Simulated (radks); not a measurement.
Species: Sc II. Configuration: [Ar] 3d1 4s1 (the NIST ground configuration).

Method: scalar-relativistic Kohn-Sham, LDA (Slater exchange, Perdew-Wang correlation), spin-polarised, spherical densities, finite nucleus; open shells are filled with parallel spins first; Fermi nuclear charge, rms radius 3.5459 fm; computed with a radial shooting solver on a logarithmic mesh with Libxc functionals.

Energy parts (hartree):
total: -762.07995
kinetic: 767.42798
electron-nucleus: -1807.12486
Hartree: 314.57256
exchange-correlation: -36.95563

Orbitals (lengths in bohr, moments of r in powers of bohr; r(90%) holds 90 % of the orbital's charge):
| orbital | occ. | eigenvalue (hartree) | <1/r> | <r> | r(90%) |
|---|---|---|---|---|---|
| 1s up | 1 | -161.4121 | 20.72 | 0.07320 | 0.131 |
| 1s down | 1 | -161.4107 | 20.72 | 0.07320 | 0.131 |
| 2s up | 1 | -17.64319 | 4.283 | 0.3446 | 0.536 |
| 2s down | 1 | -17.63269 | 4.285 | 0.3445 | 0.536 |
| 2p up | 3 | -14.52144 | 4.194 | 0.3083 | 0.508 |
| 2p down | 3 | -14.51295 | 4.196 | 0.3081 | 0.508 |
| 3s up | 1 | -2.28365 | 1.306 | 1.077 | 1.62 |
| 3s down | 1 | -2.25136 | 1.307 | 1.076 | 1.61 |
| 3p up | 3 | -1.50653 | 1.175 | 1.170 | 1.81 |
| 3p down | 3 | -1.47329 | 1.177 | 1.167 | 1.80 |
| 3d up | 1 | -0.39116 | 0.7989 | 1.702 | 2.97 |
| 3d down | 0 | -0.35140 | 0.8097 | 1.678 | 2.93 |
| 4s up | 1 | -0.38232 | 0.3968 | 3.292 | 4.83 |
| 4s down | 0 | -0.33400 | 0.3864 | 3.390 | 5.03 |

The highest occupied level is 4s up at -10.403 eV. The density falls to 0.001 e/bohr^3 at r = 4.24 bohr. Spin moment in Bohr magnetons: 2. For comparison, the ionisation energy in NIST's Atomic Spectra Database is 12.800 eV (measured). In exact Kohn-Sham theory the highest level is minus the ionisation energy, but local and semilocal functionals leave it too shallow, through self-interaction and a potential that decays too fast; potentials with the right tail come closer. The spin density at the nucleus is 3.796 e/bohr^3 (1s 0.034, 2s -0.216, 3s -0.025, 4s 4.003). The electron density at the nucleus is 7248 e/bohr^3 (large components only). Summed over all electrons, <r^2> = 29.40 bohr^2, which gives a Langevin (diamagnetic) susceptibility term of -23.3 x 10^-6 cm^3/mol.
